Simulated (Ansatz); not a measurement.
Two shapes of singlet Li₄F₄.

Shape 1:

```xyz
8

Li   -0.8514   -0.8471   -0.8588
F    -0.9472   -0.9395    0.9466
F    -0.9413    0.9542   -0.9453
Li   -0.8598    0.8580    0.8469
F     0.9467   -0.9418   -0.9425
Li    0.8508   -0.8606    0.8484
Li    0.8559    0.8512   -0.8646
F     0.9525    0.9504    0.9583
```

Shape 2:

```xyz
8

Li   -0.8597   -0.8957   -0.8851
F    -0.9644   -0.9045    0.9321
F    -0.9933    0.9720   -0.9514
Li   -0.8254    0.8315    0.8239
F     0.9397   -0.9953   -0.9654
Li    0.8569   -0.9044    0.8447
Li    0.8854    0.8924   -0.8397
F     0.9017    0.9352    0.9404
```

Basis set: STO-3G (spherical functions). Frozen core: 4 orbitals. Charge 0, multiplicity 1.

Computed with Ansatz (development build ahead of 0.2.0); each method stands on the lowest determinant of its kind that the runs found.

Question: Which shape is lower in energy, and by how much in each method?

Answer:

| method | E(2) − E(1) (eV) |
| --- | --- |
| RHF | 0.248 |
| RHF-MP2 | 0.231 |

Shape 1 is lower.
